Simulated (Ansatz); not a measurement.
BeCl2. Charge 0, multiplicity 3. Geometry r2SCAN-D4/def2-TZVP, that of the neutral singlet; atoms count from 1.

Cartesian coordinates in Å:
```
Be 0.000 0.000 0.000
Cl 0.174 0.428 1.744
Cl -0.174 -0.428 -1.744
```

At PBE0-D4/def2-TZVP a singlet of charge 0 lies 7.30 eV below the triplet at the same geometry.

(1) Estimate the Mulliken populations from the PBE0/def2-TZVP orbitals of Ansatz.

(2) Where does the spin sit?

(3) And the Mayer bond orders between bonded heavy atoms (over 0.3)?

Results:

(1) 
```tsv
atom	charge (e)	spin (α − β)
Be1	-0.17	0.94
Cl2	0.09	0.53
Cl3	0.09	0.53
```
Mulliken values and Mayer orders depend strongly on the basis.

(2) Summed by element: Be 0.94, Cl 1.06, of 2 unpaired in all. Largest on single atoms: Be1 0.94, Cl2 0.53, Cl3 0.53.

(3) Be1–Cl2 0.99 (1.80 Å); Be1–Cl3 0.99 (1.80 Å). Values over 0.3 also appear between atoms too far apart for a bond (Cl2–Cl3 0.45 at 3.61 Å); they arise where an orbital or an unpaired electron spreads over both atoms.
